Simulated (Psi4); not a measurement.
Au2, singlet, at a GFN2-xTB geometry (such geometries of metal compounds can be far from the true shape) (core potentials on Au); PBE/def2-SV(P) (Psi4).

Input for Psi4:
```
memory 2 GB

molecule mol {
0 1
  Au   -0.000000   -0.000000   -1.248439
  Au    0.000000    0.000000    1.248439
}

set basis def2-sv(p)
set reference rks

energy('pbe')
print_variables()
```

### Question
Predict the main parts of the log of this Psi4 run.

### Answer

```
   => Loading Basis Set <=

    Name: DEF2-SV(P)
    Role: ORBITAL
    Keyword: BASIS

    !!!  WARNING: ECP capability is in beta. Please check occupations closely.  !!!

         ---------------------------------------------------------
                                   SCF
               by Justin Turney, Rob Parrish, Andy Simmonett
                          and Daniel G. A. Smith
                              RKS Reference
         ---------------------------------------------------------

  ==> Geometry <==

    Molecular point group: d2h
    Full point group: D_inf_h

    Geometry (in Angstrom), charge = 0, multiplicity = 1:

       Center              X                  Y                   Z               Mass
    ------------   -----------------  -----------------  -----------------  -----------------
         AU           0.000000000000     0.000000000000    -1.248439000000   196.966568790000
         AU           0.000000000000     0.000000000000     1.248439000000   196.966568790000

  Running in d2h symmetry.

  Rotational constants: A = ************  B =      0.02746  C =      0.02746 [cm^-1]
  Rotational constants: A = ************  B =    823.11408  C =    823.11408 [MHz]
  Nuclear repulsion =   76.508733326926688

  Charge       = 0
  Multiplicity = 1
  Electrons    = 38
  Nalpha       = 19
  Nbeta        = 19

  ==> Algorithm <==

  SCF Algorithm Type is DF.
  DIIS enabled.
  MOM disabled.
  Fractional occupation disabled.
  Guess Type is SAD.
  Energy threshold   = 1.00e-06
  Density threshold  = 1.00e-06
  Integral threshold = 1.00e-12

  ==> Primary Basis <==

  Basis Set: DEF2-SV(P)
    Blend: DEF2-SV(P)
    Number of shells: 22
    Number of basis functions: 50
    Number of Cartesian functions: 54
    Spherical Harmonics?: true
    Max angular momentum: 2

  Core potential: DEF2-SV(P)
    Number of shells: 8
    Number of ECP primitives: 28
    Number of ECP core electrons: 120
    Max angular momentum: 3

  ==> DFT Potential <==

   => LibXC <=

    Version 7.1.2
    S. Lehtola, C. Steigemann, M. J. T. Oliveira, and M. A. L. Marques,  SoftwareX 7, 1–5 (2018) (10.1016/j.softx.2017.11.002)

   => Composite Functional: PBE <=

    PBE GGA Exchange-Correlation Functional

    J.P. Perdew et. al., Phys. Rev. Lett., 77(18), 3865-3868, 1996

    Deriv               =              1
    GGA                 =           TRUE
    Meta                =          FALSE

    Exchange Hybrid     =          FALSE
[...]
   @DF-RKS iter   4:  -271.55758335525292   -8.21212e-04   1.06001e-04 DIIS/ADIIS
   @DF-RKS iter   5:  -271.55758593825811   -2.58301e-06   3.33752e-05 DIIS
   @DF-RKS iter   6:  -271.55758634129722   -4.03039e-07   9.61315e-07 DIIS
  Energy and wave function converged.

  ==> Post-Iterations <==

   Electrons on quadrature grid:
      Ntotal   =   37.9999742723 ; deviation = -2.573e-05

    Orbital Energies [Eh]
    ---------------------

    Doubly Occupied:

[...]
       4B1u   -0.230798

    Virtual:

[...]
      13B1u  202.450720

    Final Occupation by Irrep:
             Ag   B1g   B2g   B3g    Au   B1u   B2u   B3u
    DOCC [     5,    1,    2,    2,    1,    4,    2,    2 ]
    NA   [     5,    1,    2,    2,    1,    4,    2,    2 ]
    NB   [     5,    1,    2,    2,    1,    4,    2,    2 ]

  @DF-RKS Final Energy:  -271.55758634129722

   => Energetics <=

    Nuclear Repulsion Energy =             76.5087333269266878
    One-Electron Energy =                -630.0523072309391637
    Two-Electron Energy =                 307.7264324171057979
    DFT Exchange-Correlation Energy =     -25.7404448543906312
    Empirical Dispersion Energy =           0.0000000000000000
    VV10 Nonlocal Energy =                  0.0000000000000000
    Total Energy =                       -271.5575863412972240

Computation Completed

Properties will be evaluated at   0.000000,   0.000000,   0.000000 [a0]

Properties computed using the SCF density matrix

 Multipole Moments:

 ------------------------------------------------------------------------------------
     Multipole            Electronic (a.u.)      Nuclear  (a.u.)        Total (a.u.)
 ------------------------------------------------------------------------------------

 L = 1.  Multiply by 2.5417464519 to convert [e a0] to [Debye]
 Dipole X            :          0.0000000            0.0000000            0.0000000
 Dipole Y            :          0.0000000            0.0000000            0.0000000
 Dipole Z            :          0.0000000            0.0000000            0.0000000
 Magnitude           :                                                    0.0000000

 ------------------------------------------------------------------------------------

  Variable Map:
  ----------------------------------------------------------------------------
[...]
  Array Variable Map:
  ----------------------------------------------------------------------------
[...]
[...]
```
